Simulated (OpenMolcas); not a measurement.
**What dynamic correlation does to the levels of V IV**

| Quantity | Value |
| --- | --- |
| Program | OpenMolcas 26.06 |
| Basis | ANO-RCC-VQZP [7s6p4d3f2g1h] |
| Scalar Hamiltonian | DKH2, point nucleus |
| Active space | 2 electrons in 10 orbitals (3d 4d) |
| State averaging | 2S+1 = 3 even, 10 roots; 2S+1 = 1 even, 15 roots |
| Spin-orbit coupling | RASSI with atomic mean-field integrals over the reference wave functions, term energies averaged over their components |

Methods on the same reference wave functions:
A. CASSCF
B. SS-CASPT2, IPEA 0.25 Eh, imaginary shift 0.1 Eh (closed shells correlated: 3s 3p)

Energies in cm-1 above 3d2 3F2, the measured ground level; measured values from Sugar and Corliss, J. Phys. Chem. Ref. Data 7, 1191 (1978).

| Level | A | B | Measured |
| --- | --- | --- | --- |
| 3d2 3F2 | 0.0 | 0.0 | 0.0 |
| 3d2 3F3 | 323 | 325 | 325 |
| 3d2 3F4 | 742 | 744 | 735 |
| 3d2 1D2 | 13559 | 10510 | 10959 |
| 3d2 3P0 | 16098 | 13570 |  |
| 3d2 3P1 | 16208 | 13680 | 13239 |
| 3d2 3P2 | 16445 | 13910 | 13458 |
| 3d2 1G4 | 20848 | 18450 | 18391 |
| 3d2 1S0 | 49715 | 42760 | 42462 |

Deviations, from unrounded energies. A percentage is the sum of absolute deviations over the sum of measured energies, with the sign that they share, or ± where signs differ.

```tsv
Against measurement	Levels	A	B
mean absolute deviation (cm-1)	7	2600	240
fine structure of the ground term (%)	2	±0.9	+0.9
other terms of the ground configuration (%)	5	+18.5	±1.7
```

B lies closest to measurement on these levels. The largest miss of B in the table is 3d2 3P2, by +450 cm-1. The ranking rests on the paired levels alone, and a cruder setting can come out closer through cancelling errors.

From A to B the spin-free energies of the other terms of 3d2 shown, above 3F, scale by factors of 0.77 to 0.88, as is usual when dynamic correlation screens the repulsion within a d or f shell.

The lowest spin-free term lies below A's lowest term by 0.330 hartree in B.

Term energies are means over components that CASPT2 splits; among the terms shown or strongly mixed into the levels shown the widest spread is 520 cm-1 (3d2 1G, B). Active for correlation alone: 4d; no level in the range computed is led by a configuration that fills it, so any true level of that kind is missing. Without dynamic correlation excited terms often stand tens of per cent too high (terms of higher spin than the ground term too low), and those without a measured partner can miss by more than the paired ones (holds for A). Computed and measured levels are paired by configuration, term and J; levels that our copy of the source lacks, or whose pairing is in doubt (as where it misses far off the trend of its configuration), stay unpaired and out of the deviations. Levels of configurations outside the active space are missing.
